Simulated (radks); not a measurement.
Fractional charge and spin in the 5p shell of dysprosium: the spin-up occupation runs from 2 to 3 and the spin-down occupation from 2 to 3; the fullest corner is Dy2+, [Kr] 4d10 4f(up 5, down 5) 5s2 5p(up 3, down 3). Calculated with a radial shooting solver on a logarithmic mesh with Libxc functionals: scalar-relativistic Kohn-Sham, PBE, spin-polarised, spherical densities, finite nucleus; Fermi nuclear charge, rms radius of each element as measured or else 0.836 A^(1/3) + 0.57 fm. Energy (eV) minus the two flat planes that join the four corners (they meet along the diagonal where the two added fractions sum to one electron); zero is where a piecewise linear energy would lie.

\begin{tabular}{lrrrrr}
down \ up & 2 & 2.25 & 2.5 & 2.75 & 3 \\ \hline
2 & 0.000 & -1.270 & -1.688 & -1.262 & 0.000 \\
2.25 & -1.270 & -1.628 & -1.146 & 0.170 & -1.197 \\
2.5 & -1.688 & -1.146 & 0.226 & -1.087 & -1.589 \\
2.75 & -1.262 & 0.170 & -1.087 & -1.535 & -1.186 \\
3 & 0.000 & -1.197 & -1.589 & -1.186 & 0.000 \\
\end{tabular}

Corners above the fullest one (they belong to Dy3+ and the next ion): (up 3, down 2) 45.649 eV, (up 2, down 3) 45.649 eV, (up 2, down 2) 105.32 eV. With half an added electron in each spin the energy lies 0.226 eV from the planes, and with half an added electron in spin up alone -1.688 eV. The planes are only a guide here: the flat-plane condition holds for ground states with one frontier orbital, while this shell lies below other occupied shells, so the corners above the fullest one are inner-hole states and not the ground states of those ions.
